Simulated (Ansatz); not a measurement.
Computed with Ansatz on PBE0-D4/def2-TZVP structures; ΔE is electronic, products minus reactants. CCSD(T)/CBS is the MP2 limit (def2-TZVPP, def2-QZVPP) plus CCSD(T) − MP2 in def2-TZVPP, frozen cores. This one scheme is used for every species. Each species was taken in one conformer, which may not be the lowest.

`[SiH3]BCl` + `C=C=C(C)F` → `C=C=C(C)BCl` + `F[SiH3]`  (formal exchange of groups at a B–Si bond)

```json
{"species": "`[SiH3]BCl`", "MP2/def2-SVP energy (Eh)": "-775.52111"}
{"species": "`C=C=C(C)F`", "MP2/def2-SVP energy (Eh)": "-254.26310"}
{"species": "`C=C=C(C)BCl`", "MP2/def2-SVP energy (Eh)": "-639.60542"}
{"species": "`F[SiH3]`", "MP2/def2-SVP energy (Eh)": "-390.28273"}
```

(1) Work out ΔE.

Largest T1 diagnostic among the species: 0.014.

Results:

(1) ΔE = (-639.60542) + (-390.28273) − (-775.52111) − (-254.26310) = -0.10394 Eh = -272.9 kJ/mol. CCSD(T)/CBS gives -276.2 kJ/mol.

From r2SCAN to r2SCAN0 (25 % exact exchange), in def2-TZVPP and without D4, ΔE moves by −5.6 kJ/mol. Leaving LDA and LC-ωPBE aside and taking each functional with its dispersion term where it has one, the values, not all of them listed here, spread over 31.7 kJ/mol, from BHLYP-D4 to PBE-D4. The D4 term adds −4.8 kJ/mol with B3LYP and −2.8 kJ/mol with PBE0; it sums over pairs of atoms, weighted by their polarisabilities, and B3LYP, whose exchange is more repulsive, gets the larger term.

B3LYP here is the variant with VWN-RPA as its local correlation; programs differ in this.
